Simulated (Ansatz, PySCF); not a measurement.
The pair A = dimethyl selenide (SMILES C[Se]C) (first 9 atoms), B = H2O (SMILES O); geometry from B3LYP-D3(BJ)/def2-TZVP.
(charge 0, multiplicity 1):
```xyz
12

C     -0.8942     1.6941    -0.2074
Se     0.5986     0.4493     0.0682
C     -0.4315    -1.2035    -0.1786
H     -1.6610     1.5131     0.5417
H     -0.4939     2.6989    -0.0909
H     -1.2924     1.5729    -1.2121
H     -1.2179    -1.2564     0.5702
H      0.2617    -2.0312    -0.0455
H     -0.8459    -1.2310    -1.1837
O     -1.1866     0.1932     2.9114
H     -0.8796     0.2379     3.8221
H     -0.3931     0.3146     2.3628
```

Frozen-core correlation. Filled d and f shells under p-block atoms count as core.

Programs: Ansatz (an electronic-structure program) with Gaussian orbitals; PySCF for the dispersion terms. Values without a source in brackets are computed.

The monomers are drawn apart, rigid, along the line of their centres of mass. Counterpoise-corrected interaction energies (kcal/mol):

| level | R = 4.246 Å | R = 5.247 Å |
|---|---|---|
| PBE/def2-TZVPPD | -2.1896 | -0.7743 |
| PBE-D3(BJ)/def2-TZVPPD | -2.7514 | -0.9675 |
| wB97M-V/def2-TZVPPD | -2.3749 | -0.8772 |
| CCSD(T)/aug-cc-pVDZ | -2.3455 | -0.8752 |

Q: R is the distance of the centres of mass. Find the local exponent m of E ∝ R⁻ᵐ between the two points.

A: 
m = ln(E₁/E₂)/ln(R₂/R₁): PBE/def2-TZVPPD 4.9; PBE-D3(BJ)/def2-TZVPPD 4.9; wB97M-V/def2-TZVPPD 4.7; CCSD(T)/aug-cc-pVDZ 4.7. For scale, two fixed dipoles give m = 3, dipole and quadrupole 4, quadrupoles 5, and dispersion or dipole-induced dipole 6 at long range; at these distances several terms mix, and what is left of overlap and damping shifts m, so it need not match one of them.
